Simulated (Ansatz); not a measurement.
Relaxation of BFH3OSe (7 atoms, charge 1, multiplicity 1), to a largest force component of 0.015 eV/Å in at most 40 steps.

Computed with RKS PBE/def2-SVP (Ansatz).

```xyz
7
Properties=species:S:1:pos:R:3
O -1.026 1.049 -0.156
Se -0.676 -0.914 0.552
B 1.182 -0.911 0.058
F 1.846 -1.985 0.318
H -1.689 1.079 -0.872
H -1.306 1.662 0.549
H 1.669 0.019 -0.449
```

Where does it end, and by what steps?

The forces met the threshold. After 6 steps the energy has fallen by 0.170 eV; H7 moved furthest, 0.10 Å.

```json
{"step": "0", "energy less start (eV)": "0.0000", "largest force component (eV/Å)": "1.348", "accepted": "yes"}
{"step": "1", "energy less start (eV)": "-0.1407", "largest force component (eV/Å)": "0.593", "accepted": "yes"}
{"step": "2", "energy less start (eV)": "-0.1667", "largest force component (eV/Å)": "0.168", "accepted": "yes"}
{"step": "3", "energy less start (eV)": "-0.1582", "largest force component (eV/Å)": "0.394", "accepted": "no"}
{"step": "4", "energy less start (eV)": "-0.1698", "largest force component (eV/Å)": "0.114", "accepted": "yes"}
{"step": "5", "energy less start (eV)": "-0.1704", "largest force component (eV/Å)": "0.016", "accepted": "yes"}
{"step": "6", "energy less start (eV)": "-0.1704", "largest force component (eV/Å)": "0.002", "accepted": "yes"}
```

```xyz
7
Properties=species:S:1:pos:R:3
O -0.979 0.986 -0.142
Se -0.759 -0.869 0.557
B 1.173 -0.891 0.052
F 1.828 -1.986 0.324
H -1.636 1.034 -0.880
H -1.252 1.623 0.563
H 1.625 0.102 -0.473
```

Time of the run: 17 s on 1 thread of Arm Neoverse V2 (shared host), peak memory 0.14 GiB.
